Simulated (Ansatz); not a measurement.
Reactions of `O[SiH](O)[Si](F)(Cl)Cl`.

Computed with Ansatz on PBE0-D4/def2-TZVP structures; ΔE is electronic, products minus reactants. CBS: MP2 limit from def2 TZ/QZ plus the TZ coupled-cluster correction, frozen cores. This one scheme is used for every species. def2 core potentials past Kr. For I outer-core shells are correlated without core-valence functions, which leaves a few kJ/mol of doubt a bond. One conformer a species, not always the lowest.

(1) Order these by ΔE at CCSD(T)/CBS, lowest first. (Estimate.)
A. `O[SiH](O)[Si](F)(Cl)Cl` + HI → `F[Si](Cl)(Cl)I` + `O[SiH2]O`
B. `O[SiH](O)[Si](F)(Cl)Cl` + H₂ → `F[SiH](Cl)Cl` + `O[SiH2]O`
C. `O[SiH](O)[Si](F)(Cl)Cl` + `[OH][AlH2]` → `O[SiH](O)[O][AlH2]` + `F[SiH](Cl)Cl`

Largest T1 diagnostic: 0.012, for `[OH][AlH2]`.

Results:

(1) C (-1.68 eV), A (-0.97 eV), B (-0.39 eV).
